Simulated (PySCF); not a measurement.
Job for PySCF: R-HF/3-21G on CH3ClO2 (a complex).

```python
from pyscf import gto, scf, dft, mp
from pyscf.data.elements import chemcore

mol = gto.M(
    atom='''
    Cl   -0.27068733    0.32754095   -0.09807415
    H     0.58689984    0.05791804    0.85843757
    O     1.12679605   -0.20599541    2.58091528
    C     0.23637730   -0.07718064    3.38703659
    O    -1.02757544    0.22407504    3.11447779
    H     0.37877713   -0.19888074    4.46641078
    H    -1.14454484    0.33084237    2.14873161
    ''',
    basis='3-21g',
    charge=0, spin=0, verbose=3, max_memory=1800)
mf = scf.RHF(mol)
mf.conv_tol = 1e-8
mf.max_cycle = 100
mf.kernel()
if not mf.converged:
    mf = mf.newton().run(mf.mo_coeff, mf.mo_occ)
```

Task: What total energy does the run end on?

Result: -645.5810 hartree.
